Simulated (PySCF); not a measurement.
How methods differ on the interval between two levels of Fe²⁺

Fe²⁺ [Ar] 3d6 [5D4, M_J = 4] → Fe²⁺ [Ar] 3d5 4p1 [7P4, M_J = 4], as a difference of total energies. Calculation: PySCF 2.14, in x2c-TZVPall-2c with one added diffuse shell each of s, p, d type (7s8p5d1f, 63 functions); the two-component X2C-1e Hamiltonian. Correlated levels: [Ne] frozen; the 6 highest virtual spinors dropped. "Screened" scales the spin-orbit matrix elements by Boettger's factors to mimic the two-electron term; Breit and QED terms are absent.

```csv
method,interval between two levels (cm⁻¹)
GHF (spin-free),67546
GMP2 (spin-free),78836
GHF (screened spin-orbit),68276
GMP2 (screened spin-orbit),79614
```

The labels give the starting determinants; with spin-orbit coupling the two ends relaxed to ⟨J²⟩ = 20.01, ⟨L²⟩ = 6.01, ⟨S²⟩ = 6.00 and ⟨J²⟩ = 20.00, ⟨L²⟩ = 2.00, ⟨S²⟩ = 12.00.
